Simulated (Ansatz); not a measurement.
The lowest singlet and triplet of GeH2 (SMILES [GeH2]); geometries from B3LYP-D3(BJ)/def2-TZVP, each state relaxed from the structure named, with no frequency check.
Singlet (charge 0, multiplicity 1):
| atom | x (Å) | y (Å) | z (Å) |
|---|---|---|---|
| Ge | -0.0002 | 0.0661 | 0.0000 |
| H | -1.1338 | -1.0621 | 0.0000 |
| H | 1.1409 | -1.0545 | 0.0000 |
Triplet (charge 0, multiplicity 3):
```xyz
3

Ge    -0.0001     0.0458     0.0000
H     -1.3353    -0.7361     0.0000
H      1.3395    -0.7284     0.0000
```

| level | gap E(singlet) − E(triplet), adiabatic (kcal/mol) | cost |
|---|---|---|
| R-HF/cc-pVTZ | -8.87 | - |
| U-HF/cc-pVTZ (spin-contaminated) | -9.68 | - |
| R-SVWN5/def2-TZVPP | -24.89 | ×1 |
| U-SVWN5/def2-TZVPP | -24.89 | ×1 |
| R-PBE/def2-TZVPP | -23.40 | ×1 |
| R-r2SCAN/def2-TZVPP | -18.03 | ×3 |
| U-r2SCAN/def2-TZVPP | -18.03 | ×5 |
| R-B3LYP/def2-TZVPP | -26.60 | ×1 |
| U-PBE0/def2-TZVPP | -21.25 | ×3 |
| R-BHLYP/def2-TZVPP | -24.35 | ×2 |
| U-wB97X-V/def2-TZVPP | -26.79 | ×10 |
| R-wB97M-V/def2-TZVPP | -25.86 | ×4 |
| U-B2PLYP/def2-TZVPP | -24.77 | ×7 |
| R-MP2/cc-pVDZ | -18.18 | - |
| U-MP2/cc-pVDZ (spin-contaminated) | -15.95 | - |
| R-MP2/cc-pVTZ | -19.63 | - |
| U-MP2/cc-pVTZ (spin-contaminated) | -16.72 | - |
| R-SCS-MP2/cc-pVDZ | -21.51 | - |
| R-SCS-MP2/cc-pVTZ | -23.68 | - |
| R-SCS-MP2/cc-pVQZ | -24.57 | - |
| U-SCS-MP2/cc-pVQZ (spin-contaminated) | -20.76 | - |
| R-CCSD/cc-pVDZ | -21.63 | - |
| U-CCSD/cc-pVDZ (spin-contaminated) | -21.50 | - |
| U-CCSD/cc-pVQZ (spin-contaminated) | -22.48 | - |
| R-CCSD(T)/cc-pVDZ | -21.79 | ×1 |
| U-CCSD(T)/cc-pVDZ (spin-contaminated) | -21.69 | ×2 |
| R-CCSD(T)/cc-pVTZ | -22.71 | ×2 |
| R-CCSDT/cc-pVTZ | -22.68 | - |
| R-CCSDT(Q)/cc-pVDZ | -21.79 | ×5 |
| SA-CASSCF(6,6)/cc-pVDZ | -18.54 | - |
| SA-CASSCF(6,6)/cc-pVTZ | -19.08 | - |
| SA-CASSCF(6,6)/cc-pVQZ | -19.13 | - |
| SC-NEVPT2 on SA-CASSCF(6,6)/cc-pVDZ | -21.53 | - |
| SC-NEVPT2 on SA-CASSCF(6,6)/cc-pVTZ | -22.92 | - |
| FIC-NEVPT4(SD) on SA-CASSCF(6,6)/cc-pVTZ | -23.31 | - |
| FIC-NEVPT4(SD) on SA-CASSCF(6,6)/cc-pVQZ | -23.61 | - |
| FIC-MRCISD+Q on SA-CASSCF(6,6)/cc-pVDZ | -22.07 | - |
| FIC-MRCISD+Q on SA-CASSCF(6,6)/cc-pVTZ | -23.30 | - |
| FIC-MRCISD+Q on SA-CASSCF(6,6)/cc-pVQZ | -23.54 | - |
| FCI/cc-pVDZ | -22.06 | ×6 |

The rows run from -26.79 (U-wB97X-V/def2-TZVPP) to -8.87 kcal/mol (R-HF/cc-pVTZ). In cc-pVTZ the value moves R-HF -8.87, R-MP2 -19.63, R-CCSD(T) -22.71, a shift of -13.84 from R-HF to R-CCSD(T). From cc-pVDZ to cc-pVTZ R-CCSD(T) changes by -0.93. The 5 U-functionals in def2-TZVPP without D3 or D4 span 8.76, from U-wB97X-V to U-r2SCAN.

A positive gap puts the triplet lower; no zero-point energy. R- takes a restricted singlet. U- takes an unrestricted singlet (broken symmetry where lower, unprojected). The triplet is unrestricted in single-reference levels. Active spaces average the two states.

Frozen-core correlation. Filled d and f shells under p-block atoms count as core.

Doubts at one or more of the structures used: a restricted determinant that unrestricted orbitals would lower (R-HF/cc-pVTZ, R-MP2/cc-pVDZ, R-MP2/cc-pVTZ, R-SCS-MP2/cc-pVDZ, R-SCS-MP2/cc-pVTZ, R-SCS-MP2/cc-pVQZ, R-CCSD/cc-pVDZ, R-CCSD(T)/cc-pVDZ, R-CCSD(T)/cc-pVTZ, R-CCSDT/cc-pVTZ, R-CCSDT(Q)/cc-pVDZ); T1 above 0.05 (U-CCSD/cc-pVDZ (spin-contaminated), U-CCSD/cc-pVQZ (spin-contaminated), U-CCSD(T)/cc-pVDZ (spin-contaminated)).

The values were computed with Ansatz (an electronic-structure program). Values without a source in brackets are computed.

Costs are rough ratios of core time to R-PBE/def2-TZVPP (about 1.0 s over the structures, on one shared machine); a dash marks a level with no comparable run of its own.
